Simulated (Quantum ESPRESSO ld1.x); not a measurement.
The mean radii <r> (bohr) of the occupied orbitals of an atom or ion are listed with their occupations. Calculated with ld1.x of Quantum ESPRESSO 7.5: Dirac Kohn-Sham, PBE, spin-unpolarised, spherical densities, point nucleus.

| orbital | occ. | <r> |
|---|---|---|
| 1s1/2 | 2 | 0.02318 |
| 2s1/2 | 2 | 0.09845 |
| 2p1/2 | 2 | 0.08245 |
| 2p3/2 | 4 | 0.08897 |
| 3s1/2 | 2 | 0.2601 |
| 3p1/2 | 2 | 0.2498 |
| 3p3/2 | 4 | 0.2624 |
| 3d3/2 | 4 | 0.2339 |
| 3d5/2 | 6 | 0.2379 |
| 4s1/2 | 2 | 0.5905 |
| 4p1/2 | 2 | 0.6049 |
| 4p3/2 | 4 | 0.6326 |
| 4d3/2 | 4 | 0.6735 |
| 4d5/2 | 6 | 0.6831 |
| 5s1/2 | 2 | 1.351 |
| 5p1/2 | 1.66667 | 1.470 |
| 5p3/2 | 3.33333 | 1.534 |
| 4f5/2 | 1.28571 | 0.8516 |
| 4f7/2 | 1.71429 | 0.8582 |

Name the element and its charge. Open shells, if any, are shared by 2j + 1.

Answer. Z = 61, promethium, charge +5: Pm5+ in [Kr] 4d10 4f3 5s2 5p5. The 1s radius gives Z: for a bare nucleus <r> = (2 gamma + 1)/(2Z) with gamma = sqrt(1 - (Z/c)^2), 0.02288 bohr for Z = 61, and screening makes it slightly larger (0.02318 here). The occupations add up to 56, and the charge is Z minus that.
